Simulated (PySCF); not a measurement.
These are PySCF with CAM-B3LYP-D3(BJ)/def2-TZVP values and carry that method's errors. Isolated molecules, 0 K electronic values unless said otherwise. One relaxed conformer stands for a flexible species; it need not be the lowest. Excitations are Tamm–Dancoff values on a coarser integration grid. The basis has no diffuse functions, so Rydberg states are missing or too high.

Reference species (SMILES): `NB(N)O` (N–B–O–H torsion 180°) (neutral, multiplicity 1).

```yaml
HOMO: -8.27 eV
T1 excitation (TDA): 5.92 eV
```

Changed species: `NB(N)N` (3 of 3 OH replaced by NH2; the reference has 2 of 3 OH replaced by NH2).

Q: What does the change do to the HOMO and T1 excitation (TDA)?

A: the HOMO rises by 0.28 eV, to -7.99 eV; the T1 excitation (TDA) drops by 0.11 eV, to 5.81 eV.
